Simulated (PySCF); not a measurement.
Job for PySCF: R-BP86/6-31G* on BFH2S2 (SMILES FB(S)S), a point of a torsion scan.

```python
from pyscf import gto, scf, dft, mp
from pyscf.data.elements import chemcore

mol = gto.M(
    atom='''
    F    -0.85191722   -1.81774480    0.27339077
    B    -0.33565426   -0.64066060   -0.03986696
    S     1.44314198   -0.55271675   -0.38737086
    S    -1.39117817    0.80420382    0.09368161
    H     1.75871740   -1.66194848    0.26697738
    H    -0.47595078    1.70999133   -0.23048949
    ''',
    basis='6-31g*',
    cart=True,
    charge=0, spin=0, verbose=3, max_memory=1800)
mf = dft.RKS(mol, xc='b88,p86')
mf.conv_tol = 1e-8
mf.max_cycle = 100
mf.kernel()
if not mf.converged:
    mf = mf.newton().run(mf.mo_coeff, mf.mo_occ)
```

Predict the final total energy.

-922.4208 hartree.
